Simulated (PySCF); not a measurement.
Rigid-rotor lines calculated for a species of formula C4H8O3 (commonest isotopes; CAM-B3LYP/def2-SVPD in PySCF (dipole) on a GFN2-xTB geometry, gas phase), labelled J(Ka,Kc):

```
     transition     MHz
2(0,2) ← 1(0,1)  5782.5
1(1,1) ← 0(0,0)  8584.0
2(1,1) ← 1(1,0)  5897.6
2(1,2) ← 1(1,1)  5670.8
1(0,1) ← 0(0,0)  2892.1
```

Problem. Find the rotational constants.

Solution. 1(0,1) ← 0(0,0) is B + C, 2(1,1) ← 1(1,0) is 3B + C and 2(1,2) ← 1(1,1) is B + 3C, so B − C is half the difference of the last two, 113.4 MHz. 1(1,1) ← 0(0,0) is A + C. A = 7194.6, B = 1502.7, C = 1389.4 MHz.

Problem. What moments of inertia, asymmetry and inertial defect follow?

Solution. I = 505379 MHz·u·Å² over each constant: Ia = 70.24, Ib = 336.31, Ic = 363.75 u·Å²; κ = (2B − A − C)/(A − C) = -0.961 (near-prolate asymmetric top); Δ = Ic − Ia − Ib = -42.80 u·Å².

Problem. Which dipole components do these lines need?

Solution. μa and μb (a-type: ΔKa even, ΔKc odd; b-type: both odd). The calculation gives |μa| = 0.16 D, |μb| = 0.26 D, |μc| = 0.23 D.

Problem. Where do these fall, and of which type are they? 3(0,3) ← 2(1,2); 4(3,2) ← 4(2,3); 2(1,1) ← 1(0,1); 3(2,1) ← 2(2,0); 4(1,4) ← 4(0,4); 1(1,0) ← 1(0,1); 3(1,3) ← 2(1,2); 4(3,2) ← 3(3,1); 3(1,3) ← 2(0,2); 4(2,3) ← 4(1,3); 3(2,2) ← 2(1,1); 4(1,3) ← 4(0,4).

Solution. 
```
     transition    MHz  type  branch
3(0,3) ← 2(1,2)   3089     b       R
4(1,4) ← 4(0,4)   5203     c       Q
1(1,0) ← 1(0,1)   5805     b       Q
4(1,3) ← 4(0,4)   6336     b       Q
3(1,3) ← 2(1,2)   8505     a       R
3(2,1) ← 2(2,0)   8683     a       R
4(3,2) ← 3(3,1)  11572     a       R
2(1,1) ← 1(0,1)  11703     c       R
3(1,3) ← 2(0,2)  14085     b       R
4(2,3) ← 4(1,3)  16682     c       Q
3(2,2) ← 2(1,1)  25752     b       R
4(3,2) ← 4(2,3)  28748     b       Q
```

Problem. Which structure gave them?

Solution. ethyl methyl carbonate (`CCOC(=O)OC`), point group C1. Three constants can't fix a structure by themselves; this is the one that was computed:
```
atom  x, y, z in Å
C1    -2.204    0.800    0.512
C2    -1.707   -0.603    0.196
O3    -0.354   -0.793    0.620
C4     0.588   -0.305   -0.183
O5     0.407    0.248   -1.231
O6     1.778   -0.556    0.367
C7     2.914   -0.096   -0.355
H8    -3.253    0.882    0.242
H9    -1.635    1.533   -0.054
H10   -2.092    1.006    1.574
H11   -1.775   -0.797   -0.879
H12   -2.274   -1.355    0.748
H13    2.726   -0.141   -1.429
H14    3.738   -0.750   -0.078
H15    3.141    0.934   -0.073
```

The values belong to one conformer (point group C1) with, in the numbering `[CH3:1][CH2:2][O:3][C:4](=[O:5])[O:6][CH3:7]`, C1–C2–O3–C4 -80°, C2–O3–C4–O5 -2°, O3–C4–O6–C7 180°. Not checked by GFN2-xTB frequencies. Constants of a rigid frame at the computed geometry: no zero-point averaging, no centrifugal distortion. A rigid rotor knows nothing of internal rotation, which can split or shift real lines.

Time: 46 s of wall time. Hardware: Arm Neoverse V2, one thread (shared host). This is the CAM-B3LYP/def2-SVPD job that gave the dipole, with the excitations it also computed.
